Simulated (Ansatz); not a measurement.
One change: `C[O][AlH][CH2]F` becomes `C[O][AlH][SiH2][SiH3]`.

Ansatz, PBE0-D4/def2-TZVP geometries, multiplicity 1. Each molecule was computed in one conformer, which needn't be the lowest.

```tsv
property	`C[O][AlH][CH2]F`
size of the dipole moment (B3LYP/def2-TZVPP) / D	0.70
HOMO energy (PBE/def2-TZVPP) / eV	-6.15
HOMO–LUMO gap (PBE0/def2-TZVPP) / eV	6.88
HOMO energy (B3LYP/def2-TZVPP) / eV	-7.40
HOMO energy (ωB97M-V/def2-TZVPP) / eV	-9.89
LUMO energy (B3LYP/def2-TZVPP) / eV	-0.96
```

(1) Give the same properties after the change, and the shifts. (An estimate is asked.)

Results:

(1) The calculation gave: 
| property | `C[O][AlH][SiH2][SiH3]` | shift |
| --- | --- | --- |
| size of the dipole moment (B3LYP/def2-TZVPP) / D | 0.70 | 0.00 |
| HOMO energy (PBE/def2-TZVPP) / eV | -6.21 | -0.06 |
| HOMO–LUMO gap (PBE0/def2-TZVPP) / eV | 5.77 | -1.11 |
| HOMO energy (B3LYP/def2-TZVPP) / eV | -7.14 | 0.26 |
| HOMO energy (ωB97M-V/def2-TZVPP) / eV | -9.31 | 0.58 |
| LUMO energy (B3LYP/def2-TZVPP) / eV | -1.73 | -0.77 |

With PBE0 the HOMO rises by 0.27 eV and the LUMO falls by 0.84 eV, so the gap narrows by about 1.11 eV. PBE moves the HOMO by -0.06 eV and ωB97M-V by 0.58 eV. Dipoles are sizes alone; their direction can turn.

B3LYP here is the variant with VWN-RPA as its local correlation; programs differ in this.
